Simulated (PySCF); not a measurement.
C3H6FNSi, SMILES N#CCC[SiH2]F. Atoms are numbered in the order given.

```xyz
12

N     -2.7402     1.0890    -0.2657
C     -2.1310     0.1095    -0.1591
C     -1.3201    -1.1036    -0.0177
C      0.0537    -0.8421     0.6333
Si     1.1610     0.3772    -0.2865
F      2.6600     0.2193     0.3382
H     -1.1961    -1.5440    -1.0216
H     -1.8993    -1.8338     0.5714
H     -0.0801    -0.4878     1.6690
H      0.6004    -1.7979     0.6986
H      1.2180     0.0192    -1.7304
H      0.7288     1.7836    -0.0985
```
Charge 0, spin multiplicity 1.

Geometry optimised at B3LYP-D3(BJ)/def2-SVP. The structure was generated by enumeration, and PubChem lists no compound with its InChIKey, so it may never have been made. One conformer was computed; it need not be the lowest.

Method: PBE0/pcSseg-1 (PySCF).

GIAO shieldings, no solvent; atoms listed in one row are averaged. δ = σ(ref) − σ: ¹⁵N against NH3 (σ = 267.4 ppm); ¹³C against TMS (σ = 186.3 ppm); ²⁹Si against TMS (σ = 352.7 ppm); ¹⁹F against CFCl3 (σ = 167.2 ppm); ¹H against TMS (σ = 31.56 ppm), references at their B3LYP-D3(BJ)/def2-TZVP geometries, non-relativistic.

Computed chemical shifts:
```json
[
 {"nucleus": "¹⁵N", "atoms": "N1", "count": "1", "δ (ppm)": "311.0"},
 {"nucleus": "¹³C", "atoms": "C2", "count": "1", "δ (ppm)": "125.8"},
 {"nucleus": "¹³C", "atoms": "C3", "count": "1", "δ (ppm)": "13.7"},
 {"nucleus": "¹³C", "atoms": "C4", "count": "1", "δ (ppm)": "13.0"},
 {"nucleus": "²⁹Si", "atoms": "Si5", "count": "1", "δ (ppm)": "13.3"},
 {"nucleus": "¹⁹F", "atoms": "F6", "count": "1", "δ (ppm)": "-227.5"},
 {"nucleus": "¹H", "atoms": "H12", "count": "1", "δ (ppm)": "5.68"},
 {"nucleus": "¹H", "atoms": "H11", "count": "1", "δ (ppm)": "5.38"},
 {"nucleus": "¹H", "atoms": "H8", "count": "1", "δ (ppm)": "2.70"},
 {"nucleus": "¹H", "atoms": "H7", "count": "1", "δ (ppm)": "2.37"},
 {"nucleus": "¹H", "atoms": "H9", "count": "1", "δ (ppm)": "1.69"},
 {"nucleus": "¹H", "atoms": "H10", "count": "1", "δ (ppm)": "1.17"}
]
```
